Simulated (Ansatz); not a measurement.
One change: `CNC(C)F` becomes `C[CH](F)[InH2]`.

Ansatz, PBE0-D4/def2-TZVP geometries, multiplicity 1. Each molecule was computed in one conformer, which needn't be the lowest.

Elements past krypton have def2 core potentials.

```
                               property  `CNC(C)F`
      LUMO energy (PBE/def2-TZVPP) / eV       0.53
HOMO–LUMO gap (ωB97M-V/def2-TZVPP) / eV      12.29
    HOMO–LUMO gap (PBE/def2-TZVPP) / eV       6.20
  HOMO–LUMO gap (B3LYP/def2-TZVPP) / eV       7.91
    HOMO energy (B3LYP/def2-TZVPP) / eV      -6.91
   HOMO–LUMO gap (PBE0/def2-TZVPP) / eV       8.49
```

Q: What does the change do to each property? (Estimate.)

A: Computed: 
```
                               property  `C[CH](F)[InH2]`  shift
      LUMO energy (PBE/def2-TZVPP) / eV             -2.54  -3.07
HOMO–LUMO gap (ωB97M-V/def2-TZVPP) / eV              8.89  -3.40
    HOMO–LUMO gap (PBE/def2-TZVPP) / eV              3.29  -2.91
  HOMO–LUMO gap (B3LYP/def2-TZVPP) / eV              4.77  -3.14
    HOMO energy (B3LYP/def2-TZVPP) / eV             -6.87   0.04
   HOMO–LUMO gap (PBE0/def2-TZVPP) / eV              5.24  -3.25
```

With PBE0 the HOMO rises by 0.09 eV and the LUMO falls by 3.15 eV, so the gap narrows by about 3.24 eV. PBE moves the HOMO by -0.17 eV and ωB97M-V by 0.31 eV.

B3LYP here is the variant with VWN-RPA as its local correlation; programs differ in this.
